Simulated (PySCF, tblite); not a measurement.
Isomers of C7H7FNP. Calculated harmonic vibrations of the isolated species, GFN2-xTB (tblite), most abundant isotopes, no scaling. The method is semi-empirical: single wavenumbers can be off by several per cent or more. One conformer each.

Electronic energies: PBE0/pcSseg-1 single points on the GFN2-xTB geometries (PySCF, gas phase).

```tsv
SMILES	electronic energy, lowest = 0 (kcal/mol)
C/C(F)=P\c1cccnc1	5.9
Fc1cpcc(C2CC2)n1	0.0
C/C(F)=P\c1ccncc1	6.4
```

Task: How do GFN2-xTB zero-point energies change the relative energies?

Result: 
| SMILES | ZPE (kcal/mol) | of it from modes above 1550 cm⁻¹ | electronic (kcal/mol) | with ZPE, lowest = 0 (kcal/mol) | lowest mode (cm⁻¹) | rings |
| --- | --- | --- | --- | --- | --- | --- |
| Fc1cpcc(C2CC2)n1 | 77.3 | 33.1 | 0.0 | 0.0 | 50 | 2 |
| C/C(F)=P\c1cccnc1 | 76.3 | 34.9 | 5.9 | 4.9 | 40 | 1 |
| C/C(F)=P\c1ccncc1 | 76.3 | 32.7 | 6.4 | 5.4 | 39 | 1 |

The zero-point energies span 1.0 kcal/mol, from `C/C(F)=P\c1ccncc1` to `Fc1cpcc(C2CC2)n1`. The order is unchanged.

Task: And how do the electronic energies of GFN2-xTB itself compare?

Result: `Fc1cpcc(C2CC2)n1` 0.0; `C/C(F)=P\c1cccnc1` 8.5; `C/C(F)=P\c1ccncc1` 9.1 kcal/mol, lowest = 0. Against the energies above, taken from the same isomer `Fc1cpcc(C2CC2)n1`, the largest difference is 2.7 kcal/mol.

Task: What do entropy and thermal enthalpy add at 298.15 K and 1 bar (rigid rotor, harmonic oscillator, one conformer each)?

Result: 
```csv
SMILES,point group,symmetry number,S (cal/(mol K)),H − H(0) (kcal/mol),ZPE + H − H(0) − TS (kcal/mol)
Fc1cpcc(C2CC2)n1,Cs,1,94.4,6.22,55.4
C/C(F)=P\c1cccnc1,C1,1,99.6,6.82,53.5
C/C(F)=P\c1ccncc1,C1,1,99.7,6.83,53.4
```
